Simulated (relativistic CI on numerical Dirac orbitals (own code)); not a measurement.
## Energy levels of Cd⁴⁵⁺

These numbers are calculated, not measured: Dirac-Coulomb-Breit CI, separate exchange-only KLI orbitals for each configuration, a model potential for QED, unscaled Slater integrals (own radial code, finite nucleus).

Configurations in the expansion (outside the closed core 1s2): 2s, 2p, 3s, 3p, 3d, 4s, 4p, 4d, 4f, 5s, 5p, 5d, 5f, 5g, 6s, 6p, 6d. Levels of other configurations are missing.

The lowest level is 2s 2S_1/2, with 100 % of that term; Hund's rules for 2s give 2S with J = 1/2, in agreement.

```
No.  Configuration  Term    J   E (Ry)    %  Landé g
  1             2s    2S  1/2    0.000  100    1.982
  2             2p   2P°  1/2    7.525  100    0.646
  3             2p   2P°  3/2   23.967  100    1.319
  4             3s    2S  1/2  314.105  100    1.994
  5             3p   2P°  1/2  316.185  100    0.657
  6             3p   2P°  3/2  321.066  100    1.327
  7             3d    2D  3/2  321.758  100    0.793
  8             3d    2D  5/2  323.261  100    1.194
  9             4s    2S  1/2  422.497  100    1.997
 10             4p   2P°  1/2  423.350  100    0.661
 11             4p   2P°  3/2  425.403  100    1.330
 12             4d    2D  3/2  425.692  100    0.796
 13             4d    2D  5/2  426.328  100    1.197
 14             4f   2F°  5/2  426.342  100    0.853
 15             4f   2F°  7/2  426.656  100    1.140
 16             5s    2S  1/2  472.188  100    1.999
 17             5p   2P°  1/2  472.618  100    0.663
 18             5p   2P°  3/2  473.666  100    1.332
 19             5d    2D  3/2  473.813  100    0.797
 20             5d    2D  5/2  474.139  100    1.198
 21             5f   2F°  5/2  474.147  100    0.854
 22             5g    2G  7/2  474.308  100    0.886
 23             5f   2F°  7/2  474.308  100    1.141
 24             5g    2G  9/2  474.404  100    1.109
 25             6s    2S  1/2  499.000  100    2.000
 26             6p   2P°  1/2  499.247  100    0.664
 27             6p   2P°  3/2  499.852  100    1.332
 28             6d    2D  3/2  499.937  100    0.798
 29             6d    2D  5/2  500.125  100    1.199
```

Energies count from the lowest computed level; ° marks odd parity.

The mean weight of the leading LS term, summed over parents, in these 29 levels is 100 %, and that of the leading jj configuration (from the same eigenvectors) 100 %.

At this charge energies of transitions that change n are usually good to better than 1 %, and those within a shell (Δn = 0) to a few per cent.
